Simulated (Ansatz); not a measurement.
Ge2H10Si2, SMILES `[GeH3][SiH2][SiH2][GeH3]`: the same geometry under several functionals.

```yaml
crystal:
  periodic: [false, false, false]
  atoms:
    - {symbol: Ge, position_ang: [-1.755415, 0.705480, 1.446587]}
    - {symbol: Si, position_ang: [-0.198511, -1.080256, 1.215943]}
    - {symbol: Si, position_ang: [1.582770, -0.403244, -0.134186]}
    - {symbol: Ge, position_ang: [0.754672, 0.367341, -2.228602]}
    - {symbol: H, position_ang: [-2.352214, 1.065411, 0.075494]}
    - {symbol: H, position_ang: [-2.905397, 0.322939, 2.393426]}
    - {symbol: H, position_ang: [-1.055416, 1.954175, 2.009184]}
    - {symbol: H, position_ang: [-0.883704, -2.240679, 0.581322]}
    - {symbol: H, position_ang: [0.283052, -1.500741, 2.561408]}
    - {symbol: H, position_ang: [2.538052, -1.524462, -0.356193]}
    - {symbol: H, position_ang: [2.314287, 0.708061, 0.535641]}
    - {symbol: H, position_ang: [-0.096831, -0.723821, -2.899488]}
    - {symbol: H, position_ang: [-0.129996, 1.608366, -2.021722]}
    - {symbol: H, position_ang: [1.904642, 0.741441, -3.178824]}
basis:
  gaussian: {orbitals: def2-TZVPP}
hamiltonian: {xc: hse06, dispersion: d4}
output: {orbitals: {seedname: orbitals}}
```

```sh
$ ansatz run in.yaml --threads 4 --pin off --events-out ev --progress --plain --max-ram 11315MiB
```

It prints (some lines left out):

```
Functional definition: HSE06
1974 factors; their error is unknown
163 factors; integrals over basis functions are off by at most 4.2e-7 eV
mean field evaluation 1: about -128932.1673 eV, gradient 2.5e1 eV
mean field evaluation 2: about -128932.7322 eV, gradient 2.2e1 eV
mean field evaluation 4: about -128933.1880 eV, gradient 6.5e-1 eV
mean field evaluation 8: about -128933.7595 eV, gradient 2.1e-1 eV
mean field evaluation 16: about -128933.7596 eV, gradient 2.3e-5 eV
mean field -128933.75958573 eV, -4738.2282703344 hartree, gradient 2.3e-5 eV, S^2 0.000000; 0 other end points of the search recorded, 0 dependent functions left out
reference -128933.75964307 eV, -4738.2282724417 hartree; 51, 51 occupied and 269, 269 virtual orbitals, 1974 factors
Total energy: -128934.06591575 eV, -4738.2395277551 hartree
```

Hardware: 4 threads of an Arm Neoverse V2 on a shared host. Wall time 9 s, peak host memory 1.5 GiB.

The same input with `hamiltonian: {xc: {name: wB97M-V}}` and forces (abridged; 28 s):

```
Functional definition: wB97M-V
mean field evaluation 16: about -128946.6636 eV, gradient 3.2e-5 eV
mean field -128946.66358338 eV, -4738.7024835013 hartree, gradient 3.2e-5 eV, S^2 0.000000
Total energy: -128946.66365107 eV, -4738.7024859890 hartree
Atom 0 force    -0.024910     0.016273     0.012820 eV/Å
Atom 1 force    -0.022900    -0.089682     0.052746 eV/Å
Atom 2 force     0.106030     0.000330     0.011927 eV/Å
Atom 3 force     0.001198     0.009002    -0.030956 eV/Å
Atom 4 force     0.040949    -0.024549     0.091797 eV/Å
Atom 5 force     0.088344     0.030751    -0.074488 eV/Å
Atom 6 force    -0.047372    -0.085928    -0.041340 eV/Å
Atom 7 force     0.073226     0.124321     0.064714 eV/Å
Atom 8 force    -0.052156     0.048305    -0.150464 eV/Å
Atom 9 force    -0.108103     0.123839     0.025050 eV/Å
Atom 10 force    -0.080200    -0.116944    -0.069993 eV/Å
Atom 11 force     0.056992     0.075972     0.047966 eV/Å
Atom 12 force     0.059226    -0.083869    -0.013125 eV/Å
Atom 13 force    -0.090324    -0.027820     0.073346 eV/Å
Dipole moment:     0.033937    -0.036266     0.026564 e Å
```

Changing it to `hamiltonian: {xc: {name: revPBE}, dispersion: d4}` (abridged; 3.9 s):

```
Functional definition: revPBE
mean field evaluation 16: about -128943.1469 eV, gradient 3.0e-5 eV
mean field -128943.14692542 eV, -4738.5732487050 hartree, gradient 3.0e-5 eV, S^2 0.000000
Total energy: -128944.03700506 eV, -4738.6059585286 hartree
```

Changing it to `hamiltonian: {xc: {name: r2SCANh}, dispersion: d4}` (abridged; 13 s):

```
Functional definition: r2SCANh
mean field evaluation 16: about -128952.7041 eV, gradient 2.5e-5 eV
mean field -128952.70406667 eV, -4738.9244671679 hartree, gradient 2.5e-5 eV, S^2 0.000000
Total energy: -128952.80547580 eV, -4738.9281938847 hartree
```

The same input with `hamiltonian: {xc: {name: BHLYP}, dispersion: d4}` (abridged; 8 s):

```
Functional definition: BHLYP
mean field -128953.91735088 eV, -4738.9690545402 hartree, gradient 4.5e-5 eV, S^2 0.000000
Total energy: -128954.45080743 eV, -4738.9886587067 hartree
```

With the line `hamiltonian: {xc: {name: PBE-QIDH}}` (abridged; 13 s):

```
Functional definition: PBE-QIDH
mean field evaluation 16: about -128903.5407 eV, gradient 6.9e-5 eV
mean field -128903.54069742 eV, -4737.1177466722 hartree, gradient 3.9e-6 eV, S^2 0.000000
28 core orbitals not correlated: weight in the atoms' cores, before any rotation towards them, 1.000 or more for the frozen orbitals, at most 0.000 for the correlated occupied ones
second order -24.39514139 eV of doubles, -0.00000000 eV of singles
Total energy: -128911.67242890 eV, -4737.4165822922 hartree
```

HSE06 is the plane-wave form, built on full-range PBE exchange.
